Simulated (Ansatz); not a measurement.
This singlet lies 1.14 eV below the relaxed triplet at the level frozen-core CCSD(T)/cc-pVTZ // PBE0-D3(BJ)/def2-TZVP (Ansatz, a first-principles code).

All values below come from PBE0-D3(BJ)/def2-TZVP run with Ansatz. No frequencies were computed at this level.

Ansatz 0.2 input:
```yaml
crystal:
  periodic: [false, false, false]
  atoms:
    - { symbol: N, position_ang: [1.536053, 0.273855, 0.257558] }
    - { symbol: C, position_ang: [0.455383, -0.190529, 0.7966] }
    - { symbol: Si, position_ang: [-1.159497, -0.226787, -0.142074] }
    - { symbol: H, position_ang: [2.400337, 0.283159, 0.793529] }
    - { symbol: H, position_ang: [1.640573, 0.652766, -0.689289] }
    - { symbol: H, position_ang: [-2.083826, 0.571361, 0.664283] }
    - { symbol: H, position_ang: [-1.229124, 0.270391, -1.528932] }
    - { symbol: H, position_ang: [-1.559899, -1.634216, -0.151674] }
basis:
  gaussian: { orbitals: def2-tzvp }
hamiltonian:
  xc: pbe0
  dispersion: d3bj
relax:
  max_steps: 150
```

Output:

```
Functional definition: PBE0
823 factors; their error is unknown
mean field evaluation 1: about -10474.0216 eV, gradient 4.4e1 eV
mean field evaluation 2: about -10471.4072 eV, gradient 5.4e1 eV
mean field evaluation 4: about -10478.2750 eV, gradient 2.2e0 eV
mean field evaluation 8: about -10478.2882 eV, gradient 1.5e-2 eV
mean field evaluation 16: about -10478.3258 eV, gradient 2.1e-5 eV
mean field -10478.32581295 eV, -385.0713711615 hartree, gradient 2.1e-5 eV, S^2 0.000000; 0 other end points of the search recorded, 0 dependent functions left out
reference -10478.32584189 eV, -385.0713722250 hartree; 16, 16 occupied and 113, 113 virtual orbitals, 823 factors
relax step   1: F+E_penalty+E_count = -10478.43906744 eV  Δ(F+E_penalty+E_count) = +0.000e0 eV  max|allowed force component| = 4.753e-1 eV/Å  Δτ_max = 0.0000 Å  (26 SCF iters, accepted)
these checks for a lower state are left out or cut short: starts, cluster_reference, orbital_swaps, neighbouring_geometries, increment
823 factors; their error is unknown
mean field -10478.34762863 eV, -385.0721728731 hartree, gradient 1.1e-5 eV, S^2 0.000000; 0 other end points of the search recorded, 0 dependent functions left out
reference -10478.34765757 eV, -385.0721739365 hartree; 16, 16 occupied and 113, 113 virtual orbitals, 823 factors
relax step   2: F+E_penalty+E_count = -10478.46094271 eV  Δ(F+E_penalty+E_count) = -2.188e-2 eV  max|allowed force component| = 1.486e-1 eV/Å  Δτ_max = 0.0501 Å  (30 SCF iters, accepted)
these checks for a lower state are left out or cut short: starts, cluster_reference, orbital_swaps, neighbouring_geometries, increment
823 factors; their error is unknown
mean field -10478.35295637 eV, -385.0723686639 hartree, gradient 1.1e-5 eV, S^2 0.000000; 0 other end points of the search recorded, 0 dependent functions left out
reference -10478.35298530 eV, -385.0723697272 hartree; 16, 16 occupied and 113, 113 virtual orbitals, 823 factors
relax step   3: F+E_penalty+E_count = -10478.46661550 eV  Δ(F+E_penalty+E_count) = -5.673e-3 eV  max|allowed force component| = 8.320e-2 eV/Å  Δτ_max = 0.0530 Å  (30 SCF iters, accepted)
these checks for a lower state are left out or cut short: starts, cluster_reference, orbital_swaps, neighbouring_geometries, increment
823 factors; their error is unknown
mean field evaluation 32: about -10478.2995 eV, gradient 6.5e-2 eV
mean field -10478.33775155 eV, -385.0718098969 hartree, gradient 2.2e-5 eV, S^2 0.000000; 0 other end points of the search recorded, 0 dependent functions left out
reference -10478.33778058 eV, -385.0718109639 hartree; 16, 16 occupied and 113, 113 virtual orbitals, 823 factors
relax step   4: F+E_penalty+E_count = -10478.45189221 eV  Δ(F+E_penalty+E_count) = +1.472e-2 eV  max|allowed force component| = 5.084e-1 eV/Å  Δτ_max = 0.0705 Å  (29 SCF iters, rejected (line search))
these checks for a lower state are left out or cut short: starts, cluster_reference, orbital_swaps, neighbouring_geometries, increment
823 factors; their error is unknown
mean field -10478.35497115 eV, -385.0724427056 hartree, gradient 9.7e-6 eV, S^2 0.000000; 0 other end points of the search recorded, 0 dependent functions left out
reference -10478.35500010 eV, -385.0724437697 hartree; 16, 16 occupied and 113, 113 virtual orbitals, 823 factors
relax step   5: F+E_penalty+E_count = -10478.46890504 eV  Δ(F+E_penalty+E_count) = -2.290e-3 eV  max|allowed force component| = 4.268e-2 eV/Å  Δτ_max = 0.0345 Å  (31 SCF iters, accepted)
these checks for a lower state are left out or cut short: starts, cluster_reference, orbital_swaps, neighbouring_geometries, increment
823 factors; their error is unknown
mean field -10478.35501120 eV, -385.0724441774 hartree, gradient 9.8e-6 eV, S^2 0.000000; 0 other end points of the search recorded, 0 dependent functions left out
reference -10478.35504016 eV, -385.0724452416 hartree; 16, 16 occupied and 113, 113 virtual orbitals, 823 factors
relax step   6: F+E_penalty+E_count = -10478.46918623 eV  Δ(F+E_penalty+E_count) = -2.812e-4 eV  max|allowed force component| = 9.173e-2 eV/Å  Δτ_max = 0.0243 Å  (30 SCF iters, accepted)
these checks for a lower state are left out or cut short: starts, cluster_reference, orbital_swaps, neighbouring_geometries, increment
823 factors; their error is unknown
mean field -10478.35571486 eV, -385.0724700366 hartree, gradient 9.3e-6 eV, S^2 0.000000; 0 other end points of the search recorded, 0 dependent functions left out
reference -10478.35574385 eV, -385.0724711019 hartree; 16, 16 occupied and 113, 113 virtual orbitals, 823 factors
relax step   7: F+E_penalty+E_count = -10478.46998159 eV  Δ(F+E_penalty+E_count) = -7.954e-4 eV  max|allowed force component| = 1.106e-2 eV/Å  Δτ_max = 0.0184 Å  (32 SCF iters, accepted)
these checks for a lower state are left out or cut short: starts, cluster_reference, orbital_swaps, neighbouring_geometries, increment
823 factors; their error is unknown
mean field evaluation 64: about -10478.3557 eV, gradient 9.3e-6 eV
mean field -10478.35569761 eV, -385.0724694027 hartree, gradient 9.3e-6 eV, S^2 0.000000; 0 other end points of the search recorded, 0 dependent functions left out
reference -10478.35572661 eV, -385.0724704682 hartree; 16, 16 occupied and 113, 113 virtual orbitals, 823 factors
relax step   8: F+E_penalty+E_count = -10478.47003517 eV  Δ(F+E_penalty+E_count) = -5.358e-5 eV  max|allowed force component| = 6.583e-3 eV/Å  Δτ_max = 0.0083 Å  (31 SCF iters, accepted)
823 factors; their error is unknown
mean field -10478.35569761 eV, -385.0724694027 hartree, gradient 4.8e-5 eV, S^2 0.000000; 1 other end points of the search recorded, 0 dependent functions left out
reference -10478.35572661 eV, -385.0724704682 hartree; 16, 16 occupied and 113, 113 virtual orbitals, 823 factors
Total energy: -10478.47006417 eV, -385.0766722960 hartree
Atom 0 at     1.505596     0.268538     0.249805 Å, force     0.006583     0.004932    -0.001051 eV/Å
Atom 1 at     0.468749    -0.206075     0.862339 Å, force    -0.001804    -0.003047    -0.002890 eV/Å
Atom 2 at    -1.136129    -0.234480    -0.103293 Å, force     0.003761     0.001226     0.004937 eV/Å
Atom 3 at     2.406216     0.311939     0.718261 Å, force    -0.005211    -0.001331    -0.001716 eV/Å
Atom 4 at     1.530018     0.628730    -0.708934 Å, force    -0.002235    -0.002598     0.003644 eV/Å
Atom 5 at    -2.128500     0.570775     0.654794 Å, force    -0.000649    -0.001574    -0.002531 eV/Å
Atom 6 at    -1.050100     0.306673    -1.504786 Å, force    -0.001137    -0.001087    -0.000375 eV/Å
Atom 7 at    -1.595850    -1.646098    -0.168184 Å, force     0.000692     0.003478    -0.000019 eV/Å
Dipole moment:     0.461112     0.249330    -0.376101 e Å
```

Cost: around 18 core-seconds (rough).
